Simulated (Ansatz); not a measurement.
GeTe, SMILES [Ge]=[Te] (connectivity only; charge and spin as stated), charge -1, multiplicity 2.

Coordinates come from a PBE0-D3(BJ)/def2-TZVPD optimisation. The multiplicity is an assumed one; other spin states were not compared. The def2 effective core potentials stand for the cores of Te; spin–orbit coupling is left out.

Two levels are set side by side: PBE/def2-TZVPD (Ansatz, a first-principles code) and PBE0/def2-TZVPD (Ansatz). Energy differences of separate SCF runs at the same geometry; the states with an electron removed or added have multiplicity 1. Differences are taken from unrounded values.

```csv
quantity,PBE
vertical ionisation energy (eV),0.96
```

### Question
These are the PBE values. What does PBE0 give? (An estimate is asked for; the answer gives what the named calculation found.)

### Answer

```
quantity                         PBE0  PBE minus PBE0
-------------------------------  ----  --------------
vertical ionisation energy (eV)  1.12           -0.16
```
